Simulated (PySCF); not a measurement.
Compound: C₃H₃F₂NSi.
SMILES with atom numbers: `[N:1]#[C:2][C@@:3]1([F:4])[SiH2:5][C@H:6]1[F:7]` (hydrogens: H8, H9 on Si5; H10 on C6)

Geometry (PBE0-D3(BJ)/def2-SVP, Å), atoms numbered from 1 in this order:
```
atom  x, y, z in Å
N1    -2.059    0.931    1.700
C2    -1.233    0.836    0.894
C3    -0.186    0.706   -0.090
F4     0.031    1.846   -0.800
Si5    1.197   -0.537    0.381
C6    -0.186   -0.589   -0.890
F7    -1.288   -1.367   -0.874
H8     1.038   -1.155    1.715
H9     2.561   -0.307   -0.146
H10    0.176   -0.383   -1.910
```

The closed-shell ground state was solved at several levels (PySCF, density fitting, gas phase, non-relativistic).

| level | basis functions | total energy (Eh) | HOMO (eV) | LUMO (eV) | gap (eV) | dipole (D) |
| --- | --- | --- | --- | --- | --- | --- |
| PBE0/6-31G* | 108 | -659.4140 | -7.78 | -0.86 | 6.92 | 4.59 |
| HF/pcSseg-1 | 141 | -657.4363 | -10.98 | 2.00 | 12.98 | 5.62 |
| PBE0/def2-SVP | 117 | -659.0696 | -7.95 | -0.96 | 6.99 | 4.69 |
| BLYP/pcSseg-1 | 141 | -659.8557 | -6.65 | -1.85 | 4.80 | 4.63 |
| mPW1PW91/pcSseg-1 | 141 | -659.8255 | -8.12 | -1.15 | 6.97 | 4.96 |
| BP86/pcSseg-1 | 141 | -659.9479 | -6.92 | -2.13 | 4.79 | 4.67 |
| KT3/pcSseg-1 | 141 | -667.2609 | -6.87 | -2.00 | 4.87 | 4.57 |

Estimate the row for PBE0/cc-pVTZ, a basis of 256 functions; the other rows only guide the guess.

Total energy -659.5881 Eh, HOMO -7.99 eV, LUMO -1.13 eV, gap 6.86 eV, dipole 4.79 D.

How much does the basis alone move the frontier levels among the 3 PBE0 rows (the withheld one included)?

The HOMO by 0.21 eV and the LUMO by 0.27 eV. By rising basis size (HOMO, LUMO in eV): 6-31G* -7.78, -0.86; def2-SVP -7.95, -0.96; cc-pVTZ -7.99, -1.13.

In the pcSseg-1 basis, how does the gap go with the fixed share of exact exchange?

BP86 (0 %) 4.79 eV; BLYP (0 %) 4.80 eV; KT3 (0 %) 4.87 eV; mPW1PW91 (25 %) 6.97 eV; HF (100 %) 12.98 eV. Each rise in the share widens the gap here.

How far do the dipole and the HOMO energy spread over the levels?

The dipole runs from 4.57 to 5.62 D (mean 4.81 D) and the HOMO from -10.98 to -6.65 eV.
